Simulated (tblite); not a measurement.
Task: What does the GFN2-xTB structure of `CO[CH]C(=O)C1=CC1` [radical] look like in three dimensions? (Doublet state.)

Result: 
Z-matrix in Å and degrees, rows numbered from 1:
```
C 
O   1  1.4162
C   2  1.3253  1  120.01
C   3  1.4258  2  128.32  1     0.07
O   4  1.2422  3  125.07  2    -0.04
C   4  1.4491  3  112.35  2   179.97
C   6  1.3118  4  151.16  3    -0.17
C   7  1.4948  6   64.39  4  -179.95
H   1  1.0892  2  105.76  3   179.91
H   1  1.0916  2  111.07  3   -60.28
H   1  1.0915  2  111.03  3    60.14
H   3  1.0805  2  112.04  1  -179.94
H   7  1.0622  6  151.11  8   179.91
H   8  1.0841  6  119.49  7   106.17
H   8  1.0840  6  119.50  7  -106.13
```

The 3 C–O bonds span 1.242 Å (C4=O5, drawn double in one of several resonance forms) to 1.416 Å (C1–O2, drawn single), a spread of 0.174 Å. The 3-membered ring C6–C7–C8 has internal angles of 51.9° to 64.4°. C4 (carbon bonded to 2 C and O) is planar (angles 125.1°, 122.6° and 112.4°, sum 360.0°, 0.00 Å off the plane of its three neighbours). C3 (carbon bonded to C, O and H) is planar (angles 128.3°, 119.6° and 112.0°, sum 360.0°, 0.00 Å off the plane of its three neighbours).

The geometry is computed with GFN2-xTB (gas phase). This method treats the open shell by occupation alone, without spin polarisation.

Point group: Cs (every atom within 0.08 Å of its image). Its GFN2-xTB frequencies are all real (lowest 55 cm⁻¹). Torsions: C1–O2–C3–C4 0°, O2–C3–C4–O5 0°, C3–C4–C6–C7 0°. 3 starts were optimised and ended at 0.00, 0.00 and 3.08 kcal/mol (GFN2-xTB); the lowest of these is shown.

One conformer stands for the species.
